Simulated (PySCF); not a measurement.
How methods differ on the ionisation energy of P²⁺

P²⁺ [Ne] 3s2 3p1 (2P) → P³⁺ [Ne] 3s2 (1S), as a difference of total energies. Calculation: PySCF 2.14, in ANO-RCC-VTZP; the spin-free X2C one-electron Hamiltonian (Gaussian nucleus). Correlated levels: valence: [Ne] frozen; valence and next inner shell: 1s2 frozen. The calculations carry no spin-orbit coupling.

```
                                method  ionisation energy (eV)
                                   UHF                  29.583
                                   LDA                  30.188
                                   PBE                  30.233
                                  PBE0                  30.258
                                r2SCAN                  30.372
                             BHandHLYP                  30.138
                                  MN15                  30.207
                                M06-2X                  30.004
                               wB97X-V                  30.076
                         MP2 (valence)                  29.867
                     SCS-MP2 (valence)                  29.855
    MP2 (valence and next inner shell)                  29.858
SCS-MP2 (valence and next inner shell)                  29.848
```

How much does correlation contribute at MP2 (valence and next inner shell)?

29.858 − (29.583) = 0.275 eV, measured against UHF.

A first-order spin-orbit estimate (lowest level to lowest level, LS coupling) adds 0.041 eV.

Errors of the correlated levels include the incompleteness of this basis and the frozen core.

For comparison: 30.203 eV (measured; NIST Atomic Spectra Database, ionization energies).
